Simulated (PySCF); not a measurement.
**Dipole response of He (helium, neutral)**

1s2, closed-shell 1S. All numbers are calculated (PySCF 2.14, no relativity, point nucleus, in def2-QZVPPD (4s4p2d1f, 33 functions)). Coupled (time-dependent) response in atomic units; α is the mean over directions.

```json
{"method": "UHF", "mean α (bohr³)": "1.318", "C₆ (like pair)": "1.369", "S(−4)": "1.356"}
{"method": "PBE", "mean α (bohr³)": "1.550", "C₆ (like pair)": "1.697", "S(−4)": "2.006"}
{"method": "PBE0", "mean α (bohr³)": "1.475", "C₆ (like pair)": "1.590", "S(−4)": "1.778"}
{"method": "PW91", "mean α (bohr³)": "1.538", "C₆ (like pair)": "1.678", "S(−4)": "1.974"}
```

S(−4) is the Cauchy moment in α(ω) = α(0) + S(−4) ω² + …

Reference α: 1.384 bohr³ (recommended; Schwerdtfeger and Nagle, table of static dipole polarizabilities (2023 update)). Published C₆: 1.420 (Chu and Dalgarno (2004); Tang, Norbeck and Certain (1976)).

α(iu) at PBE:

```json
{"u (hartree)": "0", "α(iu) (bohr³)": "1.550"}
{"u (hartree)": "0.0500", "α(iu) (bohr³)": "1.545"}
{"u (hartree)": "0.100", "α(iu) (bohr³)": "1.530"}
{"u (hartree)": "0.200", "α(iu) (bohr³)": "1.474"}
{"u (hartree)": "0.300", "α(iu) (bohr³)": "1.390"}
{"u (hartree)": "0.500", "α(iu) (bohr³)": "1.182"}
{"u (hartree)": "0.750", "α(iu) (bohr³)": "0.9256"}
{"u (hartree)": "1.00", "α(iu) (bohr³)": "0.7214"}
{"u (hartree)": "1.50", "α(iu) (bohr³)": "0.4578"}
{"u (hartree)": "2.00", "α(iu) (bohr³)": "0.3108"}
{"u (hartree)": "3.00", "α(iu) (bohr³)": "0.1668"}
{"u (hartree)": "5.00", "α(iu) (bohr³)": "0.06919"}
```

A single London oscillator, α(iu) = α/(1 + u²/ω²), gives C₆ = (3/4) ω α². Matching the computed C₆ needs ω = 4 × 1.697 / (3 × 1.550²) = 0.942 hartree.
